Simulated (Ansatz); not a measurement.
Program: Ansatz. Geometries: PBE0-D4/def2-TZVP. ΔE: electronic, gas phase. CBS: MP2 limit from def2 TZ/QZ plus the TZ coupled-cluster correction, frozen cores. DFT in def2-TZVPP. B3LYP here is the variant with VWN-RPA as its local correlation; programs differ in this. Each species was taken in one conformer, which may not be the lowest.

Consider the isomerisation: `BN1[SiH2]C1F` → `C=NB(F)[SiH3]`.

Task: Is it downhill or uphill in electronic energy at CCSD(T)/CBS, and by how much? (An estimate is asked.)

Result: The calculation gave: Downhill: ΔE = -171.2 kJ/mol.

Task: What do these levels give: PBE-D4, r2SCAN-D4, PBE0-D4, B2PLYP, PBE0, B3LYP, HF/def2-TZVPP, MP2/def2-TZVPP, CCSD/def2-TZVPP, SCS-MP2/def2-QZVPP, HF/CBS(def2), MP2/CBS(def2)? (An estimate is asked.)

Result: Computed: PBE-D4 -172.4, r2SCAN-D4 -171.0, PBE0-D4 -166.7, B2PLYP -176.8, PBE0 -167.8, B3LYP -182.6, HF/def2-TZVPP -185.5, MP2/def2-TZVPP -164.4, CCSD/def2-TZVPP -175.0, SCS-MP2/def2-QZVPP -167.3, HF/CBS(def2) -184.0, MP2/CBS(def2) -160.7 kJ/mol.

Largest T1 diagnostic among the species: 0.015.

From PBE to PBE0 (25 % exact exchange), in def2-TZVPP and without D4, ΔE moves by +6.2 kJ/mol. In def2-TZVPP, CCSD(T) changes the Hartree–Fock value by +10.6 kJ/mol (the triples alone add +0.1 kJ/mol) and MP2 by +21.1 kJ/mol.
